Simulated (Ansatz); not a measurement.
Two isomers of CH5FGeOSi: A = `F[SiH]1[CH2][GeH2][O]1`, B = `F[Si]1([GeH3])CO1`.

Program: Ansatz. Geometries: PBE0-D4/def2-TZVP. ΔE: electronic, gas phase. CCSD(T)/CBS is the MP2 limit (def2-TZVPP, def2-QZVPP) plus CCSD(T) − MP2 in def2-TZVPP, frozen cores. DFT in def2-TZVPP. B3LYP here is the variant with VWN-RPA as its local correlation; programs differ in this. For Ge outer-core shells are correlated without core-valence functions, which leaves a few kJ/mol of doubt a bond. Scalar relativity is left out up to krypton.

Which is lower in electronic energy at CCSD(T)/CBS, and by how much? (Estimate.)

Ansatz gave: A, by 54.5 kcal/mol.

Give E(B) − E(A) in kcal/mol with PBE0-D4, ωB97M-V, B3LYP, B3LYP-D4, HF/def2-TZVPP, CCSD/def2-TZVPP, r2SCAN-D4. (Estimate.)

The calculation gave: PBE0-D4 50.3, ωB97M-V 53.3, B3LYP 49.3, B3LYP-D4 50.1, HF/def2-TZVPP 57.7, CCSD/def2-TZVPP 55.0, r2SCAN-D4 50.8. None reverses the order clearly.

Largest T1 diagnostic: 0.013.

From PBE to PBE0 (25 % exact exchange), in def2-TZVPP and without D4, E(B) − E(A) moves by +4.3 kcal/mol. The D4 term adds +0.8 kcal/mol with B3LYP and +0.4 kcal/mol with PBE0; it sums over pairs of atoms, weighted by their polarisabilities, and B3LYP, whose exchange is more repulsive, gets the larger term.
